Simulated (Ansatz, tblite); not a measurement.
Isomers of Sn$_{6}$Te$_{12}$ (singlet), found by a short tight-binding search and relaxed with PBE-D4/def2-SVP in Ansatz.

In the def2 sets Sn, Te take a core potential; there is no spin–orbit coupling. The xTB rows come from tblite. Correlated methods freeze 72 core orbitals; core or outer-core shells of Sn, Te are correlated, in sets that lack core-valence functions. Single mean-field runs in def2-SVP, def2-mTZVP are fitted with def2-universal-jkfit.

Run but left out: HF/def2-SVP (A: restricted singlet, unstable towards broken spin symmetry).

A: The restricted singlet is unstable towards broken spin symmetry in Hartree–Fock (as tested in another run); at r2SCAN-D4/def2-SVP, r2SCAN-D4/def2-mTZVP, PBE0-D4/def2-SVP, r2SCAN0-D4/def2-SVP this wasn't settled. At MP2/def2-SVP the restricted singlet (for correlated methods, its reference) is unstable: a solution with broken spin symmetry lies lower. B: The geometry of the charge 0 singlet is only loosely relaxed. The restricted singlet is unstable towards broken spin symmetry in Hartree–Fock (as tested in another run); at r2SCAN-D4/def2-SVP, r2SCAN-D4/def2-mTZVP, PBE0-D4/def2-SVP, r2SCAN0-D4/def2-SVP this wasn't settled. At MP2/def2-SVP the restricted singlet (for correlated methods, its reference) is unstable: a solution with broken spin symmetry lies lower.

Other spin states weren't relaxed.

A:

Cartesian coordinates in Å:
```
Sn -0.903 -1.167 -1.561
Sn 1.768 -3.661 -2.167
Sn -2.336 3.669 1.471
Sn 3.160 -0.459 0.816
Sn -0.324 -0.239 4.018
Sn -3.580 1.732 -0.618
Te 4.086 -3.029 0.125
Te 0.008 4.539 0.045
Te -0.905 2.627 3.819
Te 1.540 -0.968 -3.255
Te 1.540 1.440 2.525
Te -1.682 1.613 -2.788
Te -0.929 -3.277 -3.459
Te 1.124 -2.586 0.723
Te -1.677 -1.965 2.037
Te 2.866 1.001 -1.631
Te -3.604 -1.062 0.208
Te -0.153 1.793 -0.308
```

B:

```xyz
18

Sn   -5.7610   -3.0971    0.8407
Sn   -2.5150   -2.1304    2.3164
Sn    3.3365    1.8576   -2.1238
Sn    4.8759    4.2039   -5.8004
Sn    0.9460    1.0115    3.3221
Sn    2.5155   -0.9328    0.6328
Te    5.1209   -0.1787   -0.9411
Te    5.7570    2.0828   -4.0513
Te    4.9688    1.7363   -6.9362
Te   -6.6974   -0.5036   -1.0827
Te    1.3798    1.7236    0.5133
Te   -3.8792   -0.9154    0.1162
Te   -4.4343   -3.5441    3.6253
Te    0.3523   -1.8922    2.9503
Te   -7.9552    0.4879    1.0670
Te    3.1530   -0.9395    3.5563
Te    5.8731    2.5167   -0.8451
Te   -7.0367   -1.4864    2.8402
```

**Question.** Estimate their order by electronic energy at PBE0-D4/def2-SVP, counted from the lowest.

**Answer.** A (0.0) < B (172.3), in kJ/mol.

**Question.** Do the other levels pick the same lowest one?

**Answer.** All that were run do. Energies above each level's lowest (kJ/mol):

```json
{"level": "GFN1-xTB", "A": "0.0", "B": "352.1"}
{"level": "GFN2-xTB", "A": "0.0", "B": "304.9"}
{"level": "PBE-D4/def2-SVP", "A": "0.0", "B": "186.1"}
{"level": "r2SCAN-D4/def2-SVP", "A": "0.0", "B": "130.6"}
{"level": "r2SCAN-D4/def2-mTZVP", "A": "0.0", "B": "128.0"}
{"level": "PBE0-D4/def2-SVP", "A": "0.0", "B": "172.3"}
{"level": "r2SCAN0-D4/def2-SVP", "A": "0.0", "B": "125.0"}
{"level": "RPA@PBE/def2-SVP", "A": "0.0", "B": "102.0"}
{"level": "MP2/def2-SVP", "A": "0.0", "B": "207.3"}
```
Point groups (tolerance 0.1 Å): A not assigned, B not assigned. Lower isomers may exist.
